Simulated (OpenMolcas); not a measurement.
## Yb3+ in MgO

Yb3+ with its 6 nearest oxide ions at 2.198 Å, on the Mg site of MgO (a = 4.2112 Å, distance in the model lattice 2.106 Å). The rest of the host is ab initio model potentials to 7.6 Å, with orthogonalisation functions on the cations behind the ligands, and point charges beyond; the distance is set by hand and nothing relaxes, and no local charge compensation is placed. Ligand basis ANO-RCC-VDZP.
```
Yb    0.0000    0.0000    0.0000
O     2.1980    0.0000    0.0000
O     0.0000    2.1980    0.0000
O    -2.1980    0.0000    0.0000
O     0.0000   -2.1980    0.0000
O     0.0000    0.0000    2.1980
O     0.0000    0.0000   -2.1980
```

```
Program             : OpenMolcas 26.06
Method              : SS-CASPT2, IPEA 0.25 Eh, imaginary shift 0.1 Eh (closed shells correlated: 5s 5p and the ligand valence shells)
Basis               : ANO-RCC-VDZP [7s6p4d2f1g]
Scalar Hamiltonian  : DKH2, point nucleus
Active space        : 13 electrons in 7 orbitals (4f)
State averaging     : 2S+1 = 2 odd, 7 roots
Spin-orbit coupling : RASSI with atomic mean-field integrals over the reference wave functions
```

The lowest spin-free states (labels of O, the rotations of Oh), above the lowest:

| State | Degeneracy | E (cm-1) | Free-ion L (%) |
| --- | --- | --- | --- |
| 2T1 | 3 | 0 | F (100) |
| 2T2 | 3 | 1160 | F (100) |
| 2A2 | 1 | 1910 | F (100) |

The lowest levels with spin-orbit coupling:

```json
{"E (cm-1)": "0", "Degeneracy": "2", "Label": "Γ6", "2S+1": "2", "J": "3.48", "|mJ| (%)": "1/2 (58)", "g": "2.64 2.64 2.64"}
{"E (cm-1)": "700", "Degeneracy": "4", "Label": "Γ8", "2S+1": "2", "J": "3.49", "|mJ| (%)": "3/2 (37)", "g": ""}
{"E (cm-1)": "1570", "Degeneracy": "2", "Label": "Γ7", "2S+1": "2", "J": "3.50", "|mJ| (%)": "5/2 (75)", "g": "3.37 3.37 3.37"}
{"E (cm-1)": "10850", "Degeneracy": "4", "Label": "Γ8", "2S+1": "2", "J": "2.49", "|mJ| (%)": "1/2 (50)", "g": ""}
{"E (cm-1)": "11890", "Degeneracy": "2", "Label": "Γ7", "2S+1": "2", "J": "2.50", "|mJ| (%)": "3/2 (83)", "g": "1.37 1.37 1.37"}
```

Powder χT (cm3 K/mol): 0.66 at 2 K, 0.69 at 10 K, 0.842 at 50 K, 1.03 at 100 K, 1.4 at 200 K, 1.71 at 300 K. The effective moment at 300 K is 2.828 √(χT) = 3.70 μB.

Hund's rules give f13 the level 2F7/2 with g = 1.143, so an isolated free-ion multiplet has χT = g² J(J+1) / 8 = 2.571 cm3 K/mol. The computed 1.712 at 300 K differs by -33 %, through the field's splitting, the mixing of terms and any other multiplet in reach.

Stevens parameters of the J = 7/2 multiplet, which is 1574 cm-1 wide (cm-1, z along the main axis): B40 = -8.052e-01, B44 = -4.028e+00, B60 = 2.750e-03, B64 = -5.702e-02.

Roots that are degenerate in the reference are averaged as groups; the widest CASPT2 spread within a group is 16 cm-1 (the 3-fold group of multiplicity 2 near 0 cm-1 above the lowest state of its run). Shifts and gaps below about the spread of the groups concerned are not significant. Over all roots computed the reference weight is 0.70; a low but even weight reflects the number of correlated electrons. Splittings of an f shell from a small cluster at a set distance can be off by tens of per cent, mostly too small. No measured value stands beside these numbers; the geometry was set by hand and not optimised.
